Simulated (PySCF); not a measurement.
A family of related molecules: H3E-E'H3. Gas-phase values, no solvent. Strings in code marks are SMILES.

Method: B3LYP-D3(BJ)/def2-TZVP in PySCF. All candidates: neutral, multiplicity 1. B3LYP has the VWN-RPA correlation part, as in Gaussian. Delta-SCF ions had no search for a lower state. 

The vertical ionisation energy (Delta-SCF) is 10.57 eV. The LUMO is -0.39 eV and the HOMO comes out as -7.64 eV.

Question: Which member has these values?
A) `[GeH3][SnH3]`
B) `[GeH3][GeH3]`
C) `[NH3+][AlH3-]`
D) `[BH3-][NH3+]`

Answer: D, `[BH3-][NH3+]`. The others give `[NH3+][AlH3-]`: 9.85 eV, -0.69 eV, -7.24 eV; `[GeH3][SnH3]`: 9.91 eV, -0.53 eV, -7.72 eV; `[GeH3][GeH3]`: 10.27 eV, 0.00 eV, -7.98 eV
